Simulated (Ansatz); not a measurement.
## H6InSi2+: where a starting geometry ends

The starting geometry of this gas-phase singlet was optimised with GFN2-xTB.

```xyz
9

In   -1.5969    0.3313    0.6194
Si   -3.0437   -0.7810   -1.5139
Si    0.3710    1.5306    2.0268
H    -4.2669   -0.0636   -1.9735
H    -3.5218   -2.1877   -1.6171
H    -3.2686   -0.1703    1.2770
H     0.3827    2.9028    1.4827
H    -0.1216    1.4026    3.4109
H     1.5716    0.7356    1.7025
```

Problem. Where would you expect an optimisation with B3LYP-D3(BJ)/def2-SVP to take it?

Solution. It rearranges, giving a structure given below by its coordinates. Contacts that open: In1–H6 (1.87 → 3.35 Å). Contacts that close: Si2–H6 (2.87 → 1.48 Å).

The energy falls by 2.18 eV over 17 steps:

```tsv
step	E − E(last) (eV)
1	2.180
3	1.798
5	1.386
6	1.060
8	0.417
10	0.118
12	0.019
13	0.009
15	0.000
17	0.000
```

Final geometry (Å):

```xyz
9

In   -1.4994    0.4112    0.6015
Si   -3.4622   -0.7233   -0.7497
Si    0.4635    1.5456    1.9530
H    -3.8229    0.2554   -1.8061
H    -2.8880   -1.9836   -1.2846
H    -4.5424   -0.9427    0.2448
H     0.5297    2.9391    1.4456
H     0.0569    1.4554    3.3780
H     1.6707    0.7432    1.6323
```

No frequencies were run, so the end isn't proven a minimum. Atoms past krypton carry core potentials, without spin–orbit terms. Run with Ansatz 0.2.0, 19 s on 2 threads of Intel(R) Xeon(R) 6975P-C (Granite Rapids), with other jobs on the host.
